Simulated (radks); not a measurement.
Results of a calculation; reference values are marked as such.
Isoelectronic series with 15 electrons, each ion in its NIST ground configuration. Level of theory: Dirac Kohn-Sham, LDA (Slater exchange, Perdew-Wang correlation), spin-unpolarised, spherical densities, finite nucleus; open shells are shared between the two j in proportion to 2j + 1; Fermi nuclear charge, rms radius of each element as measured or else 0.836 A^(1/3) + 0.57 fm (a radial shooting solver on a logarithmic mesh with Libxc functionals). Total energies (hartree) and orbital eigenvalues (hartree):

| ion | configuration | E (hartree) | 3p3/2 | 3p1/2 | 3s1/2 |
|---|---|---|---|---|---|
| P | [Ne] 3s2 3p3 | -340.78888 | -0.20499 | -0.20702 | -0.51507 |
| Cl2+ | [Ne] 3s2 3p3 | -458.66664 | -1.16521 | -1.17133 | -1.64888 |
| K4+ | [Ne] 3s2 3p3 | -595.17882 | -2.62359 | -2.63708 | -3.28472 |
| Sc6+ | [Ne] 3s2 3p3 | -750.35051 | -4.55052 | -4.57590 | -5.39390 |
| V8+ | [Ne] 3s2 3p3 | -924.25107 | -6.93584 | -6.97913 | -7.96807 |
| Mn10+ | [Ne] 3s2 3p3 | -1116.97320 | -9.77509 | -9.84397 | -11.00472 |
| Co12+ | [Ne] 3s2 3p3 | -1328.62721 | -13.06614 | -13.17024 | -14.50389 |
| Cu14+ | [Ne] 3s2 3p3 | -1559.33839 | -16.80807 | -16.95917 | -18.46702 |
| Ga16+ | [Ne] 3s2 3p3 | -1809.24639 | -21.00064 | -21.21292 | -22.89647 |
| As18+ | [Ne] 3s2 3p3 | -2078.50532 | -25.64404 | -25.93434 | -27.79528 |
| Br20+ | [Ne] 3s2 3p3 | -2367.28381 | -30.73877 | -31.12688 | -33.16707 |
| Rb22+ | [Ne] 3s2 3p3 | -2675.76529 | -36.28558 | -36.79449 | -39.01598 |
| Nb26+ | [Ne] 3s2 3p3 | -3352.64680 | -48.73925 | -49.57313 | -52.16411 |
| Tc28+ | [Ne] 3s2 3p3 | -3721.49263 | -55.64843 | -56.69450 | -59.47403 |
| Rh30+ | [Ne] 3s2 3p3 | -4110.93528 | -63.01428 | -64.31158 | -67.28247 |
| Ag32+ | [Ne] 3s2 3p3 | -4521.24408 | -70.83826 | -72.43077 | -75.59607 |
| In34+ | [Ne] 3s2 3p3 | -4952.70497 | -79.12199 | -81.05902 | -84.42194 |
| I38+ | [Ne] 3s2 3p3 | -5880.34363 | -97.07565 | -99.87321 | -103.6420 |

Estimate the row of Sb36+ ([Ne] 3s2 3p3).

Answer. E (hartree) -5405.62794; 3p3/2 -87.86717; 3p1/2 -90.20381; 3s1/2 -93.76781.
